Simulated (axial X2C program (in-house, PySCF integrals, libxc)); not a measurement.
# Which molecule has these constants?

Computed with an in-house all-electron X2C program for linear molecules (integrals from PySCF), spin-free (one-electron X2C) or two-component (2c: spin–orbit coupling with atomic mean-field Coulomb and Gaunt terms, which also bring small scalar terms), in Dyall basis sets with cores contracted in-house; open shells are unrestricted.

A two-component CCSD(T) calculation in a Dyall 3-zeta basis gave Re = 2.214 Å, ωe = 543.4 cm⁻¹, De = 2.10 eV, Ω = 0.

Question: Which molecule is it?
A. LiSe⁻
B. LiTe⁻
C. LiS⁻

Answer: A. The others have LiTe⁻ 2.431 Å and 476.7 cm⁻¹ (Ω = 0); LiS⁻ 2.088 Å and 623.0 cm⁻¹ (Ω = 0).

Frozen shells (counts by l): LiSe⁻ Se 3s2p1d, Li 1s, 8 electrons correlated; LiTe⁻ Te 4s3p2d, Li 1s, 8 electrons correlated; LiS⁻ S 2s1p, Li 1s, 8 electrons correlated. Coupled cluster in natural virtuals with an MP2 remainder. Where the outer core of a metal is frozen, bonds come out longer and ionisation energies lower.

Each entry is the lowest single determinant of a limited PBE0 search at one distance. De goes to single-determinant-based atoms at the same level (for ions the charge split of lowest energy) and is withheld (n/a) where an atom does not fit its ground term or J level. Main or longest-lived isotopes.
